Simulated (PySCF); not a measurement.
CH6Cl2OSi2, SMILES Cl[Si](C)(Cl)O[SiH3].

The structure is a stationary point at B3LYP-D3(BJ)/def2-SVP. The values are those of a single conformer.

Two levels are set side by side: TDDFT-PBE/def2-SVPD (PySCF) and TDDFT-ωB97X/def2-SVPD (PySCF). Vertical, same geometry. The lowest singlet is HOMO→LUMO 99 % with PBE and HOMO→LUMO 43 %, HOMO−2→LUMO 12 %, HOMO−4→LUMO 11 %, HOMO→LUMO+1 7 % with the other functional; states are paired by order. Differences are taken from unrounded values.

| quantity | TDDFT-ωB97X | TDDFT-PBE | TDDFT-PBE minus TDDFT-ωB97X |
|---|---|---|---|
| lowest singlet excitation (eV) | 7.96 | 6.60 | -1.36 |
| lowest triplet excitation (TDA) (eV) | 7.61 | 6.41 | -1.20 |

A lower first singlet is the usual sign of a functional without exact exchange. Differences between two approximate levels are no errors against the true value.

Rough cost on one machine, each run with all the roots and properties that it gave: TDDFT-ωB97X against TDDFT-PBE about 10 times.
